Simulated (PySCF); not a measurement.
# Telling isomers of C4H7N3OSi apart by NMR

[PySCF: GFN2-xTB geometry; NMR shieldings at PBE0/pcSseg-1/GIAO; rapidly exchanging positions averaged; in vacuum; a single conformation; non-relativistic Hamiltonian]

Chemical shifts δ = σref − σ; 1H and 13C vs TMS, all at this level. Where no couplings were computed, multiplicities follow the n + 1 count of equivalent neighbours, and m marks all less simple cases (inequivalent or close neighbours, rings, F or P nearby). Shifts are as computed. Against solution values, carbons near 30 ppm lie about +3 ppm off and those near 130 ppm about +5 ppm. Of 1309 compounds with measured shifts, 239 miss one by over three times the rms of a fit or turn the order of signals round; such compounds aren't used in these exercises. OH and NH positions are gas-phase values without hydrogen bonding to other molecules.

(1) Tabulate the signals of `C=Cc1n[nH]c(O[SiH3])n1`, `CC(=O)c1n[nH]nc1[SiH3]`, `O=C[SiH2]Cc1ncn[nH]1`, `O[SiH2]Nc1cncnc1`, `CCO[Si](N)(C#N)C#N`, `Cc1ncnnc1O[SiH3]` and their relative energies.

(2) What is the quickest way to tell CC(=O)c1n[nH]nc1[SiH3] from O=C[SiH2]Cc1ncn[nH]1?

(3) What is the quickest way to tell C=Cc1n[nH]c(O[SiH3])n1 from O[SiH2]Nc1cncnc1?

(4) What is the quickest way to tell O[SiH2]Nc1cncnc1 from Cc1ncnnc1O[SiH3]?

Results:

(1) 
```tsv
SMILES	carbon types	δC	δH	E rel. (kcal/mol)
C=Cc1n[nH]c(O[SiH3])n1	2×C 1×CH 1×CH2	163.5, 163.2, 135.3, 127.0	8.90 (br s, 1H), 6.82 (m, 1H), 6.78 (m, 1H), 5.83 (m, 1H), 5.10 (s, 3H)	33.6
CC(=O)c1n[nH]nc1[SiH3]	3×C 1×CH3	200.0, 157.9, 151.4, 29.3	11.26 (br s, 1H), 4.65 (s, 3H), 2.80 (s, 3H)	51.9
O=C[SiH2]Cc1ncn[nH]1	1×C 2×CH 1×CH2	252.8, 155.6, 155.2, 9.6	12.39 (t, 1H), 11.31 (br s, 1H), 7.72 (s, 1H), 4.43 (m, 2H), 2.66 (t, 2H)	48.0
O[SiH2]Nc1cncnc1	1×C 3×CH	155.7, 147.6, 145.0	8.98 (s, 1H), 8.51 (s, 2H), 5.25 (s, 2H), 3.68 (br s, 1H), 1.30 (br s, 1H)	0.0
CCO[Si](N)(C#N)C#N	2×C 1×CH2 1×CH3	122.2, 62.6, 20.0	4.21 (q, 2H), 1.65 (br s, 2H), 1.45 (t, 3H)	0.7
Cc1ncnnc1O[SiH3]	2×C 1×CH 1×CH3	169.1, 158.6, 156.3, 22.8	9.53 (s, 1H), 5.20 (s, 3H), 2.71 (s, 3H)	40.3
```

Energies are electronic energies at PBE0/pcSseg-1 on these geometries, without zero-point or thermal terms, each for the one conformer computed, which needn't be the lowest.

(2) Both give the same number of carbon signals, but DEPT or the intensities differ. The first has a methyl carbon α to a carbonyl (CH3) at 29.3 ppm, the second a carbonyl carbon (CH) at 252.8 ppm. Their most deshielded carbons lie at 200.0 and 252.8 ppm. In the proton spectra the most deshielded non-exchanging signals are 4.65 (s, 3H) and 12.39 (t, 1H).

(3) Count the carbon signals: 4 against 3. The first has a terminal =CH2 carbon at 127.0 ppm, the second an aromatic CH between two ring heteroatoms at 155.7 ppm. Their most deshielded carbons lie at 163.5 and 155.7 ppm. In the proton spectra the most deshielded non-exchanging signals are 6.82 (m, 1H) and 8.98 (s, 1H).

(4) Count the carbon signals: 3 against 4. The first has an aromatic carbon bearing nitrogen (C) at 145.0 ppm, the second a methyl carbon on an aromatic ring (CH3) at 22.8 ppm. Their most deshielded carbons lie at 155.7 and 169.1 ppm. In the proton spectra the most deshielded non-exchanging signals are 8.98 (s, 1H) and 9.53 (s, 1H).
